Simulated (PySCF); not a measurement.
ClNa, charge +1, doublet, at a GFN2-xTB geometry (such geometries of metal compounds can be far from the true shape) (a state made from the parent by changing its charge; the spin is typed, not shown lowest), with bond 1-2 at 1.6 times its length; PySCF with PBE0/6-31G.

Here is a job for PySCF.
```python
from pyscf import gto, scf, dft

mol = gto.Mole()
mol.atom = '''
    Na    0.00000000    0.00000000   -3.41022028
    Cl    0.00000000    0.00000000    1.10983500
'''
mol.basis = '6-31g'
mol.charge = 1
mol.spin = 1
mol.verbose = 4
mol.build()

mf = dft.UKS(mol)
mf.xc = 'pbe0'
mf.diis = False
mf.max_cycle = 100
mf.kernel()
```

The log (banner, timings and long lists left out):

```
PySCF version 2.14.0

[INPUT] verbose = 4
[INPUT] num. atoms = 2
[INPUT] num. electrons = 27
[INPUT] charge = 1
[INPUT] spin (= nelec alpha-beta = 2S) = 1
[INPUT] symmetry False subgroup None
[INPUT] Mole.unit = angstrom
[INPUT] Symbol           X                Y                Z      unit          X                Y                Z       unit  Magmom
[INPUT]  1 Na     0.000000000000   0.000000000000  -3.410220280000 AA    0.000000000000   0.000000000000  -6.444382353638 Bohr   0.0
[INPUT]  2 Cl     0.000000000000   0.000000000000   1.109835000000 AA    0.000000000000   0.000000000000   2.097284193457 Bohr   0.0

nuclear repulsion = 21.8926832332989
number of shells = 14
number of NR pGTOs = 92
number of NR cGTOs = 26
basis = 6-31g
ecp = {}

******** <class 'pyscf.dft.uks.UKS'> ********
method = UKS
initial guess = minao
damping factor = 0
level_shift factor = 0
DIIS disabled
SCF conv_tol = 1e-09
SCF conv_tol_grad = None
SCF max_cycles = 100
direct_scf = True
direct_scf_tol = 1e-13
number electrons alpha = 14  beta = 13
XC library pyscf.dft.libxc version 7.1.2
    S. Lehtola, C. Steigemann, M. J. T. Oliveira, and M. A. L. Marques,  SoftwareX 7, 1–5 (2018)
XC functionals = pbe0
    C. Adamo and V. Barone,  J. Chem. Phys. 110, 6158 (1999)
    M. Ernzerhof and G. E. Scuseria,  J. Chem. Phys. 110, 5029 (1999)
radial grids:
    Treutler-Ahlrichs [JCP 102, 346 (1995); DOI:10.1063/1.469408] (M4) radial grids

becke partition: Becke, JCP 88, 2547 (1988); DOI:10.1063/1.454033
pruning grids: <function nwchem_prune>
grids dens level: 3
symmetrized grids: False
atomic radii adjust function: <function treutler_atomic_radii_adjust>
small_rho_cutoff = 0
Set gradient conv threshold to 3.16228e-05
tot grids = 36984
init E= -622.033862492437

cycle= 1 E= -621.934832682337  delta_E= 0.099  |g|= 0.0335  |ddm|= 0.848
cycle= 2 E= -621.935985011131  delta_E= -0.00115  |g|= 0.00697  |ddm|= 0.0822
cycle= 3 E= -621.936022206317  delta_E= -3.72e-05  |g|= 0.00325  |ddm|= 0.0184
cycle= 4 E= -621.936027608513  delta_E= -5.4e-06  |g|= 0.00185  |ddm|= 0.00868
cycle= 5 E= -621.936029112331  delta_E= -1.5e-06  |g|= 0.00107  |ddm|= 0.00489
cycle= 6 E= -621.936029599599  delta_E= -4.87e-07  |g|= 0.00062  |ddm|= 0.00283
cycle= 7 E= -621.936029763145  delta_E= -1.64e-07  |g|= 0.000361  |ddm|= 0.00164
cycle= 8 E= -621.936029818429  delta_E= -5.53e-08  |g|= 0.00021  |ddm|= 0.000956
cycle= 9 E= -621.93602983716  delta_E= -1.87e-08  |g|= 0.000122  |ddm|= 0.000557
cycle= 10 E= -621.936029843507  delta_E= -6.35e-09  |g|= 7.12e-05  |ddm|= 0.000324
cycle= 11 E= -621.936029845658  delta_E= -2.15e-09  |g|= 4.14e-05  |ddm|= 0.000189
cycle= 12 E= -621.936029846387  delta_E= -7.29e-10  |g|= 2.41e-05  |ddm|= 0.00011
Extra cycle  E= -621.936029846634  delta_E= -2.47e-10  |g|= 1.4e-05  |ddm|= 6.39e-05
converged SCF energy = -621.936029846634  <S^2> = 0.75028147  2S+1 = 2.0002814
```
